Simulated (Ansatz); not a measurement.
Relaxation of C2H5NOSi (10 atoms, charge 0, multiplicity 1), to a largest force component of 0.015 eV/Å in at most 40 steps.

Computed with RKS CAM-B3LYP/def2-SVP (Ansatz).

```xyz
10
Properties=species:S:1:pos:R:3:forces:R:3
O -1.825 -2.838 -0.526 0.25 1.52 0.86
C -1.430 -1.821 -0.059 -3.00 -6.65 -2.74
N -1.004 -0.841 0.396 3.31 5.13 0.61
C 0.168 -0.220 -0.407 -1.18 0.72 3.32
Si 1.537 -1.423 -0.492 1.42 -1.68 -0.10
H 0.496 0.660 0.211 -0.24 -0.43 -0.77
H -0.162 0.093 -1.372 -0.46 0.50 -0.99
H 1.152 -2.638 -1.294 -0.12 0.27 0.21
H 2.019 -1.914 0.851 -0.29 0.30 -0.26
H 2.675 -0.830 -1.205 0.32 0.32 -0.15
```

Q: Where does it end, and by what steps?

A: The forces met the threshold. After 9 steps the energy has fallen by 0.724 eV; O1 moved furthest, 0.93 Å.

```
step  energy less start (eV)  largest force component (eV/Å)  accepted
   0                  0.0000                           6.653       yes
   1                 -0.4425                           1.292       yes
   2                 -0.5624                           1.154       yes
   3                 -0.6413                           1.209       yes
   4                 -0.6972                           0.479       yes
   5                 -0.7110                           0.187       yes
   6                 -0.7155                           0.286       yes
   7                 -0.7231                           0.151       yes
   8                 -0.7240                           0.061       yes
   9                 -0.7242                           0.014       yes
```

```xyz
10
Properties=species:S:1:pos:R:3
O -2.644 -2.674 -0.116
C -1.768 -1.897 -0.061
N -0.907 -1.087 0.091
C 0.200 -0.346 -0.423
Si 1.790 -1.389 -0.527
H 0.390 0.520 0.230
H -0.035 0.065 -1.420
H 1.553 -2.554 -1.421
H 2.163 -1.871 0.829
H 2.882 -0.541 -1.080
```

Whether the end is a true minimum wasn't checked by a vibrational analysis.

The run took 35 s on 2 threads of Intel(R) Xeon(R) Platinum 8259CL CPU @ 2.50GHz (Skylake/Cascade Lake), on a shared host, peak memory 0.26 GiB.
